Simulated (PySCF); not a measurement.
**Radial density of Ta (tantalum, neutral)**

UHF, [Xe] 4f14 5d3 6s2, high-spin 4F determinant. Computed with PySCF 2.14 in def2-SVP with the def2 core potential (60 electrons) (6s3p2d1f, 32 functions), with a scalar-relativistic core potential. This is the valence pseudo-density: the core potential removes the inner electrons and smooths the orbitals near the nucleus.

```tsv
r (bohr)	4πr²ρ (e/bohr)	4πr²(ρα − ρβ)
0.119	1.319e-05	0.0000
0.201	3.439e-05	0.0000
0.338	0.002785	0.0007
0.568	0.8879	0.0388
0.955	8.898	0.6512
1.61	5.857	1.6425
2.70	1.641	0.8495
4.55	0.4341	0.0490
7.65	0.02503	-0.0084
12.9	1.454e-05	0.0000
```

Energies and moments cover only the electrons outside the core potential. Spin-orbit coupling, absent here, splits the open shell strongly.

Where is the radial spin density 4πr²(ρα − ρβ) most negative, and why is it negative at all?

Around r = 7.65 bohr, down to -0.0084 e/bohr: exchange with the open shell polarises the paired shells in an unrestricted calculation.
